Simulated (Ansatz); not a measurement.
Calculated with Ansatz (gas phase, PBE0-D4/def2-TZVP geometries, no zero-point term in ΔE). CBS: MP2 limit from def2 TZ/QZ plus the TZ coupled-cluster correction, frozen cores. This one scheme is used for every species. Functionals use def2-TZVPP. No spin–orbit coupling; open shells (•) take unrestricted orbitals. For Ga, Se outer-core shells are correlated without core-valence functions, which leaves a few kJ/mol of doubt a bond. Scalar relativity is left out up to krypton. One conformer a species, not always the lowest.

Consider the hydrogen abstraction from a Ga–H bond: `[CH3][GaH][SeH]` + `[OH]`• → `[CH3][Ga][SeH]`• + H₂O.

CCSD(T)/CBS gives -1.79 eV.

**Question.** Another level gave -1.62 eV. Which?
A. revPBE/def2-TZVPP
B. SCS-MP2/def2-TZVPP
C. B97M-V/def2-TZVPP
D. LDA (SPW92)/def2-TZVPP

**Answer.** C. B97M-V -1.62, SCS-MP2/def2-TZVPP -1.80, revPBE -1.93, LDA (SPW92) -2.33 eV.

**Question.** What do rigid-rotor, harmonic-oscillator terms from PBE0-D4/def2-TZVP frequencies (298.15 K, 1 bar) make of the CCSD(T)/CBS value? (Estimate.)

**Answer.** Computed: ΔZPE = +0.15 eV, ΔH = -1.64 eV, ΔS = 3 J/(mol·K), ΔG = -1.65 eV. Open shells count their whole term as degenerate. Modes under 50 cm⁻¹ make the entropy rough.

Largest T1 diagnostic among the species: 0.013.

Leaving LDA and LC-ωPBE aside and taking each functional with its dispersion term where it has one, the values, not all of them listed here, spread over 0.44 eV, from PBE-D4 to BHLYP-D4. LDA lies −0.33 eV from PBE without D4. From r2SCAN to r2SCAN0 (25 % exact exchange), in def2-TZVPP and without D4, ΔE moves by +0.10 eV. At CCSD(T), def2-SVP lies +0.23 eV from the extrapolated value and def2-TZVPP +0.08 eV.

CCSD(T)/CBS has its own doubt, a few kJ/mol and more with outer-core shells, so smaller differences from it don't rank the levels.
